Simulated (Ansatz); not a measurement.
```yaml
crystal:
  periodic: [false, false, false]
  atoms:
    - {symbol: B, position_ang: [-0.845062, 0.242968, -0.893830]}
    - {symbol: In, position_ang: [0.534743, -0.048082, 0.845226]}
    - {symbol: F, position_ang: [1.969932, -1.281651, 0.283593]}
    - {symbol: H, position_ang: [-1.779911, -0.480151, -1.065225]}
    - {symbol: H, position_ang: [-0.655601, 1.112272, -1.690573]}
    - {symbol: H, position_ang: [0.817899, 0.390646, 2.474510]}
basis:
  gaussian: {orbitals: def2-TZVPP}
magnetization: {spin_polarized: true, initial_magnetization: 3}
hamiltonian: {xc: {name: r2SCAN0}, dispersion: d3bjatm}
output: {forces: true}
```

```sh
$ ansatz run in.yaml --threads 2 --pin off --events-out ev --progress --plain --max-ram 4352MiB
```

Output, abridged:

```
Error: a molecule whose nuclei and cores have a total charge of 38 cannot have a net charge of 0 together with 3 unpaired electrons
```

Task: Something in this input is off. What?

Result: The number of unpaired electrons doesn't fit the electron count. The program refused the input.
